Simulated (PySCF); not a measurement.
**Working out the ionisation energy of S²⁺**

S²⁺ [Ne] 3s2 3p2 (3P) → S³⁺ [Ne] 3s2 3p1 (2P). All numbers are calculated (PySCF 2.14, scalar relativity by spin-free X2C-1e, in ANO-RCC-VTZP (5s4p2d1f, 34 functions)). Frozen: 1s2. Energies in hartree (1 hartree = 27.21139 eV):

```json
{"part": "UHF", "S²⁺ (lower)": "-397.419081", "S³⁺ (upper)": "-396.163893"}
{"part": "CCSD correlation", "S²⁺ (lower)": "-0.106044", "S³⁺ (upper)": "-0.087428"}
{"part": "(T)", "S²⁺ (lower)": "-0.002490", "S³⁺ (upper)": "-0.001381"}
```

What does Hartree-Fock give?

(-396.163893) − (-397.419081) = 1.255188 hartree = 34.155 eV.

What do CCSD and CCSD(T) give?

The CCSD correlation energies differ by 0.018616 hartree = 0.507 eV and the triples by 0.001109 hartree = 0.030 eV, so CCSD gives 34.662 eV and CCSD(T) 34.692 eV.

A first-order spin-orbit estimate adds -0.009 eV to CCSD(T) (valence and next inner shell), giving 34.683 eV against 34.86 ± 0.04 eV (semi-empirical (NIST evaluation); NIST Atomic Spectra Database, ionization energies).

What remains against the reference includes basis incompleteness, the frozen core and higher excitations.
